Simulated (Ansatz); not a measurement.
`FBBr` + HBr → `BrBBr` + H–F at 298.15 K and 1 bar (ligand exchange at a B–F bond).

Calculated with Ansatz (gas phase, PBE0-D4/def2-TZVP geometries, no zero-point term in ΔE). CBS: MP2 limit from def2 TZ/QZ plus the TZ coupled-cluster correction, frozen cores. This one scheme is used for every species. For Br outer-core shells are correlated without core-valence functions, which leaves a few kJ/mol of doubt a bond. Scalar relativity is left out up to krypton.

```json
{"species": "`FBBr`", "CCSD(T)/CBS energy (Eh)": "-2698.59010", "H − E (kJ/mol)": "53.1", "S (J/(mol·K))": "273.8"}
{"species": "HBr", "CCSD(T)/CBS energy (Eh)": "-2573.91920", "H − E (kJ/mol)": "24.6", "S (J/(mol·K))": "198.6"}
{"species": "`BrBBr`", "CCSD(T)/CBS energy (Eh)": "-5172.09209", "H − E (kJ/mol)": "48.7", "S (J/(mol·K))": "291.0"}
{"species": "H–F", "CCSD(T)/CBS energy (Eh)": "-100.39570", "H − E (kJ/mol)": "33.5", "S (J/(mol·K))": "173.6"}
```

H − E and S are ideal-gas, rigid-rotor, harmonic terms from PBE0-D4/def2-TZVP. 1 Eh = 2625.50 kJ/mol, R = 8.31446 J/(mol·K).

Question: By hand: ΔE, ΔH, ΔS and ΔG.

Answer: ΔE = (-5172.09209) + (-100.39570) − (-2698.59010) − (-2573.91920) = 0.02151 Eh = 56.5 kJ/mol. Δ(H − E) = 48.7 + 33.5 − 53.1 − 24.6 = 4.5, so ΔH = 61.0 kJ/mol. ΔS = 291.0 + 173.6 − 273.8 − 198.6 = -7.8 J/(mol·K). ΔG = 61.0 − 298.15 × (-7.8)/1000 = 63.3 kJ/mol.

Question: By hand: the equilibrium constant, and the temperature at which ΔG would vanish if ΔH and ΔS stayed fixed.

Answer: log₁₀ K = −ΔG/(RT ln 10) = -11.1. ΔH and −TΔS have one sign here, so there is no such temperature.

The number of gas molecules stays the same, so ΔS is small and ΔH decides. A doubt of 5 kJ/mol in ΔE shifts log₁₀ K by 0.9 here. These are equilibria of isolated gas molecules and say nothing of rates. Largest T1 diagnostic: 0.011 (customary marks: 0.02 for closed shells, 0.045 for open ones).
